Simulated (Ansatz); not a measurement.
`[CH3][Ge]([NH2])([NH2])[NH2]`. Total charge 0; spin multiplicity 1.

```tsv
atom	x (Å)	y (Å)	z (Å)
C1	0.396	-1.142	1.324
Ge2	-0.070	0.093	-0.107
N3	0.552	1.750	0.395
N4	0.490	-0.678	-1.681
N5	-1.831	0.440	-0.460
H6	-0.027	-2.126	1.120
H7	1.480	-1.244	1.411
H8	0.007	-0.775	2.274
H9	1.512	1.781	0.709
H10	0.406	2.478	-0.290
H11	1.440	-1.021	-1.687
H12	0.340	-0.109	-2.503
H13	-2.332	0.904	0.283
H14	-2.363	-0.352	-0.790
```

(1) List the harmonic frequencies (cm⁻¹, unscaled) at PBE0-D4/def2-TZVP in Ansatz. (Estimate.)

(2) Is this a minimum?

(3) Give the ideal-gas thermochemistry at 298.15 K and 1 bar (rigid rotor, harmonic oscillator; point group Cs, symmetry number 1).

(4) Rotational constants (cm⁻¹)?

## Answers

(1) The calculation gave: 108, 153, 170, 198, 211, 213, 234, 278, 327, 509, 532, 552, 606, 683, 693, 707, 768, 774, 863, 902, 907, 1261, 1454, 1455, 1569, 1573, 1577, 3061, 3146, 3162, 3563, 3564, 3575, 3661, 3661, 3674.

(2) Yes, all 36 modes are real.

(3) Zero-point energy 301.1 kJ/mol; H(298) − E = 328.0 kJ/mol; entropy 379.8 J/(mol·K), of which translation 170.1, rotation 111.9, vibration 97.8; G(298) − E = 214.7 kJ/mol.

(4) 0.1112, 0.1083, 0.09458.
